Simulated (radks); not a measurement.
Results of a calculation; reference values are marked as such.
The tantalum ion Ta3+ is in [Xe] 4f14 5d(3/2: 2, 5/2: 0). Level of theory: Dirac Kohn-Sham, BLYP, spin-unpolarised, spherical densities, finite nucleus; Fermi nuclear charge, rms radius of each element as measured or else 0.836 A^(1/3) + 0.57 fm (a radial shooting solver on a logarithmic mesh with Libxc functionals). Sub-shells are occupied by j as written (lower j first in brackets). One electron is removed from 4f7/2, 5d3/2, 4f5/2, 5p3/2 in turn, with full relaxation. Which removal costs least, and what does each cost?

Answer. 5d3/2 35.421 eV; 4f7/2 62.900 eV; 4f5/2 64.978 eV; 5p3/2 71.845 eV. The 5d3/2 electron leaves first.
